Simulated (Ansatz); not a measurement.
Gas-phase electronic energies from Ansatz, PBE0-D4/def2-TZVP geometries. CBS: MP2 limit from def2 TZ/QZ plus the TZ coupled-cluster correction, frozen cores. One conformer a species, not always the lowest.

`C/C=C1\N[SiH2]O1` → `C=CN([SiH3])C=O`  (isomerisation)

| level | ΔE (kcal/mol) |
| --- | --- |
| MP2/def2-TZVPP | 14.1 |
| HF/def2-QZVPP | 11.3 |

Problem. What does CCSD(T)/CBS give? (An estimate is asked.)

Solution. Ansatz gave: +13.3 kcal/mol. The listed levels differ from it by 0.8, -2.0 kcal/mol.

Largest T1 diagnostic among the species: 0.015.

The D4 term adds −0.9 kcal/mol with B3LYP and −0.5 kcal/mol with PBE0; it sums over pairs of atoms, weighted by their polarisabilities, and B3LYP, whose exchange is more repulsive, gets the larger term. In def2-TZVPP, CCSD(T) changes the Hartree–Fock value by +0.8 kcal/mol (the triples alone add −1.2 kcal/mol) and MP2 by +3.1 kcal/mol. From PBE to PBE0 (25 % exact exchange), in def2-TZVPP and without D4, ΔE moves by +3.7 kcal/mol.

CCSD(T)/CBS has its own doubt, a few kJ/mol and more with outer-core shells, so smaller differences from it don't rank the levels.

B3LYP here is the variant with VWN-RPA as its local correlation; programs differ in this.
